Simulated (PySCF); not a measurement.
Species: C3H12BP.
InChI=1S/C3H12BP/c1-5(2,3)4/h1-4H3

Level: CAM-B3LYP/def2-SVPD in PySCF, non-relativistic, on one gas-phase PBE0-D3(BJ)/def2-SVP geometry that isn't relaxed in the solvent. The solvent is an IEF-PCM continuum (cavity from Bondi-type radii × 1.2), and excitations are vertical TDDFT with non-equilibrium linear response and a frozen core. The model holds no explicit solvent molecules, cavitation or dispersion.

Gas-phase singlets (H = HOMO, L = LUMO):

| state | E (eV) | λ (nm) | f | leading configurations |
| --- | --- | --- | --- | --- |
| S1 | 7.599 | 163 | 0.045 | H→L 95% |
| S2 | 7.847 | 158 | 0.062 | H-1→L 86%, H-1→L+3 9% |
| S3 | 7.852 | 158 | 0.061 | H-2→L 86%, H-2→L+3 9% |
| S4 | 8.341 | 149 | 0.024 | H→L+1 70%, H→L+6 13% |
| S5 | 8.350 | 148 | 0.027 | H→L+2 68%, H→L+5 12% |

Task: What are the lowest 5 singlets in chloroform (ε = 4.711)?

Result: 
| state | E (eV) | λ (nm) | f | leading configurations | change by rank (eV) |
| --- | --- | --- | --- | --- | --- |
| S1 | 7.901 | 157 | 0.096 | H→L 96% | +0.302 |
| S2 | 8.188 | 151 | 0.154 | H-1→L 82%, H-1→L+1 12% | +0.341 |
| S3 | 8.194 | 151 | 0.152 | H-2→L 82%, H-2→L+1 12% | +0.342 |
| S4 | 8.595 | 144 | 0.041 | H→L+2 62%, H→L+6 18% | +0.254 |
| S5 | 8.601 | 144 | 0.045 | H→L+3 62%, H→L+5 18% | +0.251 |

Task: The ground-state energy changes by -0.261 eV from gas to chloroform. By how much does the total energy of gas-phase S1 change?

Result: E(S1) = E(S0) + excitation energy, so it changes by -0.261 + 0.302 = +0.041 eV: it isn't lowered at all, while the ground state is. This is the vertical state, with the slow part of the continuum still set for S0.

Task: How do the frontier levels move from gas to chloroform?

Result: 
| orbital | gas (eV) | solvent (eV) | change (eV) |
| --- | --- | --- | --- |
| LUMO+2 | 1.83 | 2.14 | +0.31 |
| LUMO+1 | 1.83 | 2.00 | +0.17 |
| LUMO | 0.87 | 1.17 | +0.30 |
| HOMO | -9.29 | -9.37 | -0.08 |
| HOMO-1 | -9.40 | -9.71 | -0.31 |
| HOMO-2 | -9.41 | -9.72 | -0.31 |
| HOMO-3 | -11.64 | -11.33 | +0.31 |

The HOMO–LUMO gap goes from 10.15 to 10.54 eV. Rows go by rank; for LUMO+1 and LUMO+2 the atom shares or the degeneracy differ between the runs, so the row needn't follow one orbital.
